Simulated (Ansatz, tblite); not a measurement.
Cost and result up the ladder for Be2S2 (4 atoms). Total charge 0; singlet. Geometry: PBE-D4/def2-TZVP.

Cartesian coordinates in Å:
```
Be 0.2955 0.7251 -0.5773
Be -0.2955 -0.7251 0.5773
S -1.5571 0.1687 -0.5851
S 1.5571 -0.1687 0.5851
```

Ansatz on 2 threads of Arm Neoverse V2 on a shared host; xTB runs through tblite on one thread. Times are rough, summed over both states, and most runs start from the orbitals of an earlier one. B2PLYP/def2-TZVP serves as the yardstick here, not as an exact answer. Differences are given only for rows in sets of like size (and for xTB, whose basis is part of the method), since another set adds its own error. The other state is a triplet at its own geometry.

The xTB rows come from tblite. LC-ωPBE has ω = 0.4 bohr⁻¹. B3LYP takes the VWN-RPA correlation. Correlated methods freeze 10 core orbitals. The structure comes from a short search, and lower isomers may exist.

Run but left out: HF/6-31G, HF/def2-TZVP, MP2/def2-TZVP (triplet: a determinant that CCSD turns far, T1 0.058); HF/def2-TZVPP, MP2/def2-TZVPP, CCSD/def2-TZVPP, CCSD(T)/def2-TZVPP (flagged by the program: other roots).

Correlated methods converge slowly with the basis.

xTB has no spin-polarisation term.

```
                         level  functions  wall time  triplet − singlet (eV)  difference from B2PLYP/def2-TZVP (eV)
                      GFN1-xTB         26    0.004 s                    1.52                                  -0.97
                      GFN2-xTB         26    0.007 s                    2.42                                  -0.07
                B3LYP-D4/6-31G         44      1.6 s                    2.27                                      –
PBE-D4/def2-TZVP (with forces)        112      2.7 s                    2.10                                  -0.39
           revPBE-D4/def2-TZVP        112      2.7 s                    2.07                                  -0.42
             RPA@PBE/def2-TZVP        112      3.6 s                    2.05                                  -0.43
            BHLYP-D4/def2-TZVP        112      4.4 s                    2.58                                   0.10
             PBE0-D4/def2-TZVP        112      5.1 s                    2.37                                  -0.12
              B2PLYP/def2-TZVP        112      5.3 s                    2.49                                   0.00
           r2SCAN-D4/def2-TZVP        112      5.9 s                    2.19                                  -0.30
             LC-ωPBE/def2-TZVP        112      5.9 s                    2.87                                   0.39
```
